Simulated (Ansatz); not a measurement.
Basis-set extrapolation for C5H14N2, SMILES `CN(C)CN(C)C` (PBE0-D4/def2-TZVP geometry, frozen core, Ansatz). Multiplicity 1, RHF reference.

```
                      def2-TZVPP   def2-QZVPP
                 HF  -306.469402  -306.484136
    MP2 correlation    -1.311075    -1.395027
CCSD(T) correlation    -1.433028      not run
```

Energies in hartree. Use E(X) = E(∞) + A·exp(−7.88·√X) for Hartree–Fock and E(X) = E(∞) + B·X^(−2.97) for correlation, with X = 3 and 4, and add CCSD(T) minus MP2 of the smaller set to the MP2 limit.

Q: What is the CCSD(T) energy at the basis-set limit?

A: HF limit: -306.484136 + (-0.014734) × 0.13774 = -306.48617. MP2 limit: -1.395027 + (-0.083952) × 0.74074 = -1.45721. Higher-order term: -1.433028 − (-1.311075) = -0.12195. Total: -308.06533 hartree, 427.7 kJ/mol below CCSD(T)/def2-TZVPP.
